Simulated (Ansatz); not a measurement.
`CBCOC` at its PBE0-D4/def2-TZVP geometry, where that method's forces vanish. Total charge 0; spin multiplicity 1.

```xyz
14

C    -1.1476   -1.3977   -1.3044
B    -0.3690   -0.0635   -1.4362
C     0.3338    0.6470   -0.2412
O     0.1752   -0.0024    0.9941
C     0.8121    0.6678    2.0438
H    -0.4234   -2.1843   -1.5720
H    -1.9706   -1.5036   -2.0143
H    -1.4814   -1.6169   -0.2893
H    -0.2356    0.4697   -2.5058
H     1.4066    0.7685   -0.4889
H    -0.0462    1.6871   -0.1934
H     0.6369    0.0990    2.9579
H     0.4133    1.6842    2.1749
H     1.8960    0.7452    1.8750
```

**Question.** What forces (eV/Å) does B3LYP-D4/def2-TZVPP give on these atoms in Ansatz? (Estimate.)

**Answer.** Computed: 
```
C1  -0.024 -0.065  0.003
B2   0.012  0.080 -0.138
C3   0.041  0.179 -0.350
O4  -0.120 -0.205  0.043
C5   0.140  0.111  0.342
H6  -0.030  0.006  0.010
H7   0.025 -0.003  0.036
H8   0.001  0.001 -0.058
H9  -0.017 -0.057  0.104
H10 -0.038 -0.003  0.022
H11  0.019 -0.038  0.010
H12  0.016  0.037 -0.039
H13  0.021 -0.043  0.000
H14 -0.046  0.000  0.014
```

B3LYP here is the variant with VWN-RPA as its local correlation; programs differ in this.
